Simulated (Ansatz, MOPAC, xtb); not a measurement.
The molecule Hg$_{2}$+, multiplicity 2 (lowest of 2S+1 = 2, 4 at CCSD(T)/def2-TZVPP on PBE0 minima; our sources give no spin for the ground state, which may be another). No spin–orbit coupling.

Seven points along R, fitted to fifth degree in 1/R; most abundant isotopes. In def2 and cc sets the state is the lowest found near the PBE0 minimum, followed along R.

Programs: Ansatz (Gaussian basis) for Hartree–Fock, density functionals and correlated methods; MOPAC for AM1, PM3, PM7 (differences of heats of formation); xtb for the GFN methods. Values without a source in brackets are computed. In def2 rows elements past Kr take small-core potentials, without spin–orbit coupling. The GFN methods have no spin term and hold the electronic entropy of 300 K.

```csv
level,r_e (Å),ω_e (cm⁻¹),B_e (cm⁻¹),α_e (cm⁻¹)
AM1,2.689,90,0.0231,4.3e-5
PM3,2.700,111,0.0229,2.7e-5
PM7,2.696,169,0.0230,5.0e-5
GFN1-xTB,2.693,101,0.0230,0.00013
GFN2-xTB,2.832,71,0.0208,7.9e-5
SVWN5/def2-TZVPP,2.701,114,0.0229,9.8e-5
PBE/def2-TZVPP,2.831,90,0.0208,0.00010
r2SCAN/def2-TZVPP,2.765,102,0.0218,9.9e-5
B97M-V/def2-TZVPP,2.882,83,0.0201,0.00010
B3LYP/def2-TZVPP,2.859,88,0.0204,9.8e-5
PBE0/def2-TZVPP,2.798,98,0.0213,9.4e-5
BHLYP/def2-TZVPP,2.832,96,0.0208,8.8e-5
CAM-B3LYP/def2-TZVPP,2.797,101,0.0213,8.7e-5
wB97X-V/def2-TZVPP,2.780,106,0.0216,8.1e-5
wB97M-V/def2-TZVPP,2.794,104,0.0214,8.0e-5
B2PLYP/def2-TZVPP,2.790,101,0.0214,9.1e-5
CCSD/def2-TZVPP,2.763,107,0.0219,8.4e-5
CCSD(T)/def2-TZVPP,2.749,109,0.0221,8.5e-5
```

Correlated levels freeze the inner cores; with def2 sets outer-core shells near the valence are correlated too. The state that AM1, PM3, PM7 reach isn't checked; PM7 holds dispersion and hydrogen-bond terms.

Doubts at one or more of the structures used: a spin-contaminated determinant (PM3).

Ansatz is a first-principles code.
